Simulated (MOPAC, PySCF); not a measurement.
H3AlS, SMILES `[AlH2][SH]` (H–Al–S–H torsion 180°), neutral singlet in the gas phase. 

Cartesian coordinates (Å):
```xyz
5

Al    -0.6386    -0.1281    -0.0201
S      1.4788    -0.5673     0.2801
H     -1.6457    -1.3182     0.2197
H     -1.0624     1.3305    -0.4545
H      1.8679     0.6831    -0.0252
```
Charge 0, spin multiplicity 1.

All levels are single points at this geometry (r2SCAN-D4/def2-TZVP); Pople sets use spherical d functions. Orbital energies aren't observables, and empty levels follow the basis.

HF/6-31G* in PySCF gives gap (eV) = 11.68.

Task: Estimate the gap (eV) from each of these levels: PBE-D3(BJ)/def2-TZVP in PySCF; r2SCAN-D4/def2-TZVP in PySCF; B3LYP/3-21G in PySCF; B3LYP/6-311+G** in PySCF; B3LYP/LANL2DZ in PySCF; M06-2X/6-31G* in PySCF; SVWN5/6-31G* in PySCF; HF/3-21G in PySCF; AM1 in MOPAC; PM3 in MOPAC; PM6 in MOPAC; PM7 in MOPAC.

Result: 
```csv
level,gap (eV)
PBE-D3(BJ)/def2-TZVP in PySCF,4.53
r2SCAN-D4/def2-TZVP in PySCF,5.14
B3LYP/3-21G in PySCF,5.86
B3LYP/6-311+G** in PySCF,5.91
B3LYP/LANL2DZ in PySCF,5.88
M06-2X/6-31G* in PySCF,8.03
SVWN5/6-31G* in PySCF,4.38
HF/3-21G in PySCF,11.66
AM1 in MOPAC,8.82
PM3 in MOPAC,7.74
PM6 in MOPAC,9.99
PM7 in MOPAC,8.83
```
